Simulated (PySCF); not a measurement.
Isomers of C5H8Cl2OSi, mass 181.972 u with the commonest isotopes. Method used: PBE0/pcSseg-1 in PySCF (dipole) on a GFN2-xTB geometry, gas phase. One conformer each, none proved a minimum here; rigid rotors.

Problem. Order these by rotational constant C, largest first.
A. `[CH2:1]=[CH:2][O:3][Si@@:4]([Cl:5])([CH:6]=[CH2:7])[CH2:8][Cl:9]` with C1–C2–O3–Si4 -5°, C2–O3–Si4–Cl5 -58°, O3–Si4–C6–C7 179°, O3–Si4–C8–Cl9 72°
B. `[CH3:1]/[C:2](=[C:3](/[SiH3:4])[CH:5]=[O:6])[CH:7]([Cl:8])[Cl:9]` with C2–C3–C5–O6 -178°, C1–C2–C7–Cl8 62°
C. `[CH3:1][C:2](=[O:3])[C@@H:4]1[SiH2:5][C@@H:6]1[CH:7]([Cl:8])[Cl:9]` with C1–C2–C4–Si5 -142°, Si5–C6–C7–Cl8 87°

Solution. A (624.5 MHz), C (564.0 MHz), B (530.1 MHz).

Problem. Order these by dipole moment, largest first.
A. `[CH3:1][C:2](=[O:3])[C@@H:4]1[SiH2:5][C@@H:6]1[CH:7]([Cl:8])[Cl:9]` with C1–C2–C4–Si5 -142°, Si5–C6–C7–Cl8 87°
B. `[CH2:1]=[CH:2][O:3][Si@@:4]([Cl:5])([CH:6]=[CH2:7])[CH2:8][Cl:9]` with C1–C2–O3–Si4 -5°, C2–O3–Si4–Cl5 -58°, O3–Si4–C6–C7 179°, O3–Si4–C8–Cl9 72°
C. `[CH3:1]/[C:2](=[C:3](/[SiH3:4])[CH:5]=[O:6])[CH:7]([Cl:8])[Cl:9]` with C2–C3–C5–O6 -178°, C1–C2–C7–Cl8 62°

Solution. A (4.32 D), B (3.33 D), C (1.65 D).

Problem. Order these by rotational constant A, largest first.
A. `[CH3:1]/[C:2](=[C:3](/[SiH3:4])[CH:5]=[O:6])[CH:7]([Cl:8])[Cl:9]` with C2–C3–C5–O6 -178°, C1–C2–C7–Cl8 62°
B. `[CH3:1][C:2](=[O:3])[C@@H:4]1[SiH2:5][C@@H:6]1[CH:7]([Cl:8])[Cl:9]` with C1–C2–C4–Si5 -142°, Si5–C6–C7–Cl8 87°
C. `[CH2:1]=[CH:2][O:3][Si@@:4]([Cl:5])([CH:6]=[CH2:7])[CH2:8][Cl:9]` with C1–C2–O3–Si4 -5°, C2–O3–Si4–Cl5 -58°, O3–Si4–C6–C7 179°, O3–Si4–C8–Cl9 72°

Solution. A (1491 MHz), B (1314 MHz), C (1076 MHz).

```json
{"SMILES": "CC(=O)[C@@H]1[SiH2][C@@H]1C(Cl)Cl", "point group": "C1", "Ia (u·Å²)": "384.67", "Ib (u·Å²)": "656.56", "Ic (u·Å²)": "896.00", "κ": "-0.45", "μa (D)": "3.02", "μb (D)": "2.08", "μc (D)": "2.29"}
{"SMILES": "C/C(=C(/[SiH3])C=O)C(Cl)Cl", "point group": "near Cs", "Ia (u·Å²)": "339.03", "Ib (u·Å²)": "917.83", "Ic (u·Å²)": "953.30", "κ": "-0.96", "μa (D)": "1.16", "μb (D)": "1.17", "μc (D)": "0.10"}
{"SMILES": "C=CO[Si@@](Cl)(C=C)CCl", "point group": "C1", "Ia (u·Å²)": "469.53", "Ib (u·Å²)": "664.01", "Ic (u·Å²)": "809.27", "κ": "-0.40", "μa (D)": "2.16", "μb (D)": "1.72", "μc (D)": "1.86"}
```
